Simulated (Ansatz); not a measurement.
`[AlH2][BH]O[SiH3]` + `[CH2]1[NH][AlH]1` → `[AlH2][N]1[CH2][AlH]1` + `BO[SiH3]` at 700 K and 1 bar (cleavage of the Al–B bond).

Computed with Ansatz on PBE0-D4/def2-TZVP structures; ΔE is electronic, products minus reactants. CCSD(T)/CBS adds triple-zeta CCSD(T) − MP2 to the extrapolated MP2 energy (def2 sets, frozen cores). One conformer a species, not always the lowest.

| species | CCSD(T)/CBS energy (Eh) | H − E (kJ/mol) | S (J/(mol·K)) |
| --- | --- | --- | --- |
| `[AlH2][BH]O[SiH3]` | -634.69802 | 225.8 | 479.6 |
| `[CH2]1[NH][AlH]1` | -337.12157 | 175.3 | 344.6 |
| `[AlH2][N]1[CH2][AlH]1` | -579.76217 | 207.4 | 436.4 |
| `BO[SiH3]` | -392.11480 | 190.5 | 377.2 |

H − E and S are ideal-gas, rigid-rotor, harmonic terms from PBE0-D4/def2-TZVP, for one conformer and one mirror image of each species. 1 Eh = 2625.50 kJ/mol, R = 8.31446 J/(mol·K).

**Question.** By hand: ΔE, ΔH, ΔS and ΔG.

**Answer.** ΔE = (-579.76217) + (-392.11480) − (-634.69802) − (-337.12157) = -0.05738 Eh = -150.7 kJ/mol. Δ(H − E) = 207.4 + 190.5 − 225.8 − 175.3 = -3.2, so ΔH = -153.9 kJ/mol. ΔS = 436.4 + 377.2 − 479.6 − 344.6 = -10.6 J/(mol·K). ΔG = -153.9 − 700 × (-10.6)/1000 = -146.5 kJ/mol.

**Question.** By hand: the equilibrium constant, and the temperature at which ΔG would vanish if ΔH and ΔS stayed fixed.

**Answer.** log₁₀ K = −ΔG/(RT ln 10) = 10.9. ΔG = 0 at ΔH/ΔS = 14519 K, far beyond where these terms or the molecules hold.

The number of gas molecules stays the same, so ΔS is small and ΔH decides. A doubt of 5 kJ/mol in ΔE shifts log₁₀ K by 0.4 here. Other conformers and mirror images would add mixing entropy, several J/(mol·K) or more a flexible species. These are equilibria of isolated gas molecules and say nothing of rates. Largest T1 diagnostic: 0.015 (customary marks: 0.02 for closed shells, 0.045 for open ones).
